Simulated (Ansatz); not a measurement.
The same redistribution along the group B, Al, Ga, In.

Program: Ansatz. Geometries: PBE0-D4/def2-TZVP. ΔE: electronic, gas phase. CBS: MP2 limit from def2 TZ/QZ plus the TZ coupled-cluster correction, frozen cores. Functionals use def2-TZVPP. Elements past krypton have def2 core potentials. For Ga, In outer-core shells are correlated without core-valence functions, which leaves a few kJ/mol of doubt a bond. Scalar relativity is left out up to krypton. Each species was taken in one conformer, which may not be the lowest.

```csv
reaction,CCSD(T)/CBS(def2) (kcal/mol)
`C=CB(Cl)Cl` + `[SiH3][SiH2]Cl` → `[SiH3]B(Cl)Cl` + `C=C[SiH2]Cl`,?
`C=[CH][Al]([Cl])[Cl]` + `[SiH3][SiH2]Cl` → `[SiH3][Al]([Cl])[Cl]` + `C=C[SiH2]Cl`,-1.1
`C=[CH][Ga]([Cl])[Cl]` + `[SiH3][SiH2]Cl` → `[SiH3][Ga]([Cl])[Cl]` + `C=C[SiH2]Cl`,-6.7
`C=[CH][In]([Cl])[Cl]` + `[SiH3][SiH2]Cl` → `[SiH3][In]([Cl])[Cl]` + `C=C[SiH2]Cl`,-13.8
```

Fill in the missing values. (An estimate is asked.)

The calculation gave: `C=CB(Cl)Cl` + `[SiH3][SiH2]Cl` → `[SiH3]B(Cl)Cl` + `C=C[SiH2]Cl`: +8.4 kcal/mol.

Largest T1 diagnostic: 0.013, for `[SiH3]B(Cl)Cl`.
